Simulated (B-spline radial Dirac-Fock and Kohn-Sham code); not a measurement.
# Binding energies of Se in different valence configurations

These are calculated numbers from a radial finite-basis atomic code; the model is ΔSCF Dirac-Fock with Breit, self-energy and vacuum polarisation, finite nucleus, configuration average. No correlation.

Reference: the tabulated ground configuration [Ar] 3d10 4s2 4p4, with 2s 1667.8 eV, 2p1/2 1484.3 eV, 3p1/2 178.5 eV, 3d3/2 62.92 eV, 3d5/2 62.08 eV, 4s 22.37 eV.

Shifts from the reference in eV.

```csv
configuration,average energy,2s,2p1/2,3p1/2,3d3/2,3d5/2,4s
[Ar] 3d10 4s1 4p5,+12.51,+1.76,+1.99,+1.95,+1.94,+1.94,+2.56
```
